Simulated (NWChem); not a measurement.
Molecule: CH$_{5}$InO; SMILES [InH]([OH])[CH3]

```xyz
8

In    -0.2893     0.0274    -0.0002
H     -1.9799     0.4004     0.0016
C      0.8388    -1.7997    -0.0003
H      0.6576    -2.3585     0.9296
H      1.9076    -1.5576    -0.0751
H      0.5467    -2.4365    -0.8479
O      0.9415     1.6178    -0.0003
H      0.4800     2.4631     0.0035
```
Atoms are numbered in this order, from 1.

Computed with NWChem. The geometry was optimised at PBE0/def2-SVP. def2 effective core potentials on In; no spin-orbit coupling. Ions are spin-unrestricted doublets at the neutral geometry; other ion states weren't tried.

**Question.** Order these by “−ε(HOMO) (eV)”, lowest first: PBE/def2-SVP; LRC-wPBEh/def2-SVP; B3LYP/def2-SVP; Hartree-Fock/def2-SVP.

**Answer.** PBE/def2-SVP (6.16), B3LYP/def2-SVP (7.45), LRC-wPBEh/def2-SVP (9.58), Hartree-Fock/def2-SVP (10.66)
